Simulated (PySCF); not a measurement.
Correlation energy of Hg²⁺ (mercury, charge +2)

[Xe] 4f14 5d9 6p1, one real determinant (an excited configuration). All numbers are calculated (PySCF 2.14, scalar relativity by spin-free X2C-1e, in ANO-RCC-VTZP (8s7p5d3f1g, 84 functions)). Frozen: [Kr] 4d10 4f14; 18 electrons correlated.

```tsv
level	correlation energy (mhartree)
CCSD	-471.30
(T)	-11.94
CCSD(T)	-483.24
```

Diagnostics: T1 = 0.0077, D1 = 0.0347, largest double amplitude 0.034.

The real determinant used has ⟨L²⟩ near 8 against 12 for a pure F term, so it mixes terms. Spin-orbit coupling, absent here, splits the open shell strongly.

Cost of the coupled-cluster step: about 19 core-seconds, for 18 correlated electrons.

Iterations:

```
CC2 = 0
CCSD nocc = (np.int64(10), np.int64(8)), nmo = (54, 54)
frozen orbitals [[0, 1, 2, 3, 4, 5, 6, 7, 8, 9, 10, 11, 12, 13, 14, 15, 16, 17, 18, 19, 20, 21, 22, 24, 25, 26, 27, 28, 29, 30], [0, 1, 2, 3, 4, 5, 6, 7, 8, 9, 10, 11, 12, 13, 14, 15, 16, 17, 18, 19, 20, 21, 22, 24, 25, 26, 27, 28, 29, 30]]
max_cycle = 100
direct = 0
conv_tol = 1e-08
conv_tol_normt = 1e-06
diis_space = 8
diis_start_cycle = 0
Init t2, MP2 energy = -0.479964298133198
Init E_corr(UCCSD) = -0.479964298138866
cycle = 1  E_corr(UCCSD) = -0.462416514435248  dE = 0.0175477837  norm(t1,t2) = 0.0516213
cycle = 2  E_corr(UCCSD) = -0.470234097665281  dE = -0.00781758323  norm(t1,t2) = 0.0165635
cycle = 3  E_corr(UCCSD) = -0.470376265011151  dE = -0.000142167346  norm(t1,t2) = 0.00912639
cycle = 4  E_corr(UCCSD) = -0.47122726446898  dE = -0.000850999458  norm(t1,t2) = 0.00512021
cycle = 5  E_corr(UCCSD) = -0.471218119424991  dE = 9.14504399e-06  norm(t1,t2) = 0.00323872
cycle = 6  E_corr(UCCSD) = -0.471217356508406  dE = 7.62916585e-07  norm(t1,t2) = 0.00192235
cycle = 7  E_corr(UCCSD) = -0.471331971042831  dE = -0.000114614534  norm(t1,t2) = 0.000967262
cycle = 8  E_corr(UCCSD) = -0.471326114346728  dE = 5.8566961e-06  norm(t1,t2) = 0.000746756
cycle = 9  E_corr(UCCSD) = -0.4712914205951  dE = 3.46937516e-05  norm(t1,t2) = 0.000670639
cycle = 10  E_corr(UCCSD) = -0.471293345780469  dE = -1.92518537e-06  norm(t1,t2) = 8.19077e-05
cycle = 11  E_corr(UCCSD) = -0.471296694819791  dE = -3.34903932e-06  norm(t1,t2) = 2.96401e-05
cycle = 12  E_corr(UCCSD) = -0.471297068606704  dE = -3.73786913e-07  norm(t1,t2) = 4.4829e-06
cycle = 13  E_corr(UCCSD) = -0.471296979769014  dE = 8.883769e-08  norm(t1,t2) = 1.62398e-06
cycle = 14  E_corr(UCCSD) = -0.471296965942054  dE = 1.38269604e-08  norm(t1,t2) = 5.52839e-07
cycle = 15  E_corr(UCCSD) = -0.471296966328953  dE = -3.86899068e-10  norm(t1,t2) = 1.95849e-07
UCCSD converged
E(UCCSD) = -19618.19998691482  E_corr = -0.4712969663289526
UCCSD(T) correction = -0.011944939857878
```

The reference is one real determinant that mixes LS terms of this configuration.
